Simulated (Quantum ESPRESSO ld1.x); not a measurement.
The numbers below are computed, except where a source is named.
Problem. All-electron atom: Pd27+ in [Ar] 3d1. Level of theory: scalar-relativistic Kohn-Sham, LDA (Slater exchange, VWN5 correlation), spin-polarised, spherical densities, point nucleus; open shells are filled with parallel spins first (ld1.x of Quantum ESPRESSO 7.5). Some entries of the table are withheld. Estimate them.

| orbital | occ. | eigenvalue (eV) | r(max) (bohr) | <1/r> (bohr^-1) |
|---|---|---|---|---|
| 1s up | 1 | -25381.6 | 0.021 | 48.18 |
| 1s down | 1 | -25381.5 | 0.021 | 48.18 |
| 2s up | 1 | -4752.81 | 0.117 | 11.01 |
| 2s down | 1 | -4749.57 | 0.117 | 11.02 |
| 2p up | 3 | -4397.34 | 0.093 | 10.64 |
| 2p down | 3 | -4394.85 | 0.093 | 10.64 |
| 3s up | 1 | -1670.41 | 0.325 | (1) |
| 3s down | 1 | -1666.81 | 0.325 | (2) |
| 3p up | 3 | -1555.94 | 0.312 | 4.109 |
| 3p down | 3 | -1552.21 | 0.312 | 4.102 |
| 3d up | 1 | (3) | 0.253 | 3.926 |
| 3d down | 0 | (4) | 0.253 | 3.922 |

Solution. 
(1) 3s up <1/r> (bohr^-1): 4.256
(2) 3s down <1/r> (bohr^-1): 4.250
(3) 3d up eigenvalue (eV): -1399.28
(4) 3d down eigenvalue (eV): -1394.74
